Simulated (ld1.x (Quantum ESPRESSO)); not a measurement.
# Before and after: TM potential for Mg (Z = 12)

- Element: Mg
- Generator: ld1.x (Quantum ESPRESSO) 7.5
- Type: norm-conserving Troullier–Martins (Kleinman–Bylander form)
- Functional: PBE
- Relativity: scalar-relativistic
- Frozen core: [Ne]
- Valence charge: 2
- Reference configuration: 3s2 3p0
- Partial waves: 3s (bound): rc 1.95 bohr; 3p (bound, empty): rc 2.70 bohr; 3d channel at 0.5 Ry: rc 2.25 bohr
- Local potential: the d channel
- Core correction: Bessel-smoothed model core, default radius (core density twice the valence density)

Change: reference 3s1 3p1.

Cutoffs: the cutoffs (Ry, on a coarse ladder) from which the occupation-weighted sum of valence levels, in a spherical-Bessel basis at the reference potential, stays within 10 and 1 mRy of its value at 400 Ry; they do not see the model core or the augmentation charge, which bear on the density cutoff. Errors are all-electron minus pseudo energies relative to the spin-unpolarised reference configuration.

**Question.** What does the change do?

**Answer.** The potential gets softer (6 Ry and 18 Ry → 6 Ry and 10 Ry); neither file shows a bound ghost.

```csv
quantity,base,changed
"cutoff, loose",6 Ry,6 Ry
"cutoff, tight",18 Ry,10 Ry
bound ghosts,none,none
"largest error over its own tests, meV",-6.4,+2.5
s: phases at 2.96 bohr within 0.05 rad from the reference energy up to (Ry; the scan ends near 5),1.2,1.1
p: phases at 2.96 bohr within 0.05 rad from the reference energy up to (Ry; the scan ends near 5),1.9,1.8
d: phases at 2.96 bohr within 0.05 rad from the reference energy up to (Ry; the scan ends near 5),3.4,3.3
```
